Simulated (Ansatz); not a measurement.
Cartesian coordinates in Å:
```
C -2.1841 -0.1570 1.6102
S -2.0319 0.8595 0.1069
Ag 0.0919 0.4417 -0.6753
P 2.2042 0.0750 -1.5127
F 3.1139 1.2957 -1.8010
F 2.3594 -0.6730 -2.8610
F 3.1681 -0.7674 -0.6403
H -1.4569 0.1305 2.3690
H -3.1841 0.0148 2.0112
H -2.0805 -1.2198 1.3931
```

Charge 0, multiplicity 1. Ag: def2 effective core potential.

Task: List the r2SCAN/def2-TZVPP orbital energies in eV (the Gaussian-basis code of Ansatz). (Best estimate.)

Result: The calculation gave: Occupied: -2408.00, -2094.25, -668.67, -668.63, -668.62, -273.26, -212.37, -181.13, -156.46, -156.34, -156.26, -130.68, -130.67, -130.50, -101.56, -63.48, -63.21, -63.17, -35.13, -33.76, -33.73, -19.25, -18.52, -15.59, -15.56, -15.43, -14.79, -13.53, -13.53, -12.51, -12.48, -12.05, -11.44, -10.32, -10.31, -9.60, -9.35, -8.85, -8.84, -8.53, -7.90, -5.87, -4.98. Lowest empty: -2.34, -2.17, -0.70, 0.48, 1.01, 1.04, 1.96, 2.17.
